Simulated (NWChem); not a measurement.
System: NH₂SeF; SMILES N[Se]F

Here is an NWChem input.

```
start job
memory heap 200 mb stack 900 mb global 1100 mb
geometry units angstroms noautoz
  Se     0.377387     0.016423     0.000000
  F     -0.539606    -1.522035     0.000000
  N     -0.887701     1.249342     0.000000
  H     -1.427414     1.380968     0.850310
  H     -1.427414     1.380968    -0.850310
end
basis spherical
  Se library 3-21g
  F library 3-21g
  N library 3-21g
  H library 3-21g
end
dft
  xc pbe0
  iterations 150
  mulliken
end
task dft energy
```

The geometry was optimised at PBE0/def2-SVP.

Task: What results follow from this input? (PBE0/3-21G.) Quantities: basis functions; energy (Ha); highest occupied level (eV); orbital gap (eV); dipole (D).

Result: 
```
Property                        Value
---------------------------  --------
number of basis functions          44
energy (Ha)                  -2544.65
highest occupied level (eV)     -6.10
orbital gap (eV)                 6.16
dipole (D)                       2.24
```
